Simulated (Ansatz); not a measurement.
The first iterations of a band of AlF$_{2}$H$_{3}$N (7 atoms, charge 0, multiplicity 2).

The calculation used Ansatz, UHF/6-31G*.

| Property | Result |
| --- | --- |
| movable images | 4 |
| climbing image | no |
| spring | 5.0 eV/Å² |
| optimiser | quadratic models (default) |
| start path | through a guess of the saddle point |
| force threshold | 0.05 eV/Å |
| iteration limit | 60 |
| end points | relaxed |

Initial state:

```xyz
7
Properties=species:S:1:pos:R:3
Al -0.090 0.317 0.644
H -0.525 1.831 0.751
F 1.463 -0.023 0.195
F -1.226 -0.794 0.190
N 0.087 -0.310 2.614
H -0.653 -0.733 3.150
H 0.943 -0.289 3.146
```

Final state:

```xyz
7
Properties=species:S:1:pos:R:3
Al 0.021 0.088 0.198
H -0.438 1.264 2.584
F 1.575 -0.503 0.230
F -1.142 -1.100 0.144
N -0.104 0.372 2.264
H -0.722 -0.340 2.617
H 0.811 0.218 2.653
```

| iteration | highest image above the first end (eV) | largest band force component (eV/Å) |
| --- | --- | --- |
| 1 | 6.546 | 39.424 |
| 2 | 2.178 | 4.007 |
| 3 | 1.786 | 2.305 |
| 4 | 1.567 | 2.452 |
| 5 | 1.444 | 1.631 |
| 6 | 1.342 | 1.058 |
| 7 | 1.269 | 1.045 |
| 8 | 1.316 | 0.835 |
| 9 | 1.301 | 1.007 |
| 10 | 1.262 | 1.165 |
| 11 | 1.220 | 1.130 |
| 12 | 1.202 | 0.957 |

Question: Does the band converge within its limit, and where does its top end?

Answer: It converged. It ended after 38 iterations with the highest image 1.129 eV above the first end. Neighbouring images differ by up to 1.4 eV, so the band resolves the path poorly. No image climbed, so the highest image needn't sit at the top of the path.

Run time: 2.6 min on 1 thread of Arm Neoverse V1, with other jobs on the host, peak memory 0.15 GiB.
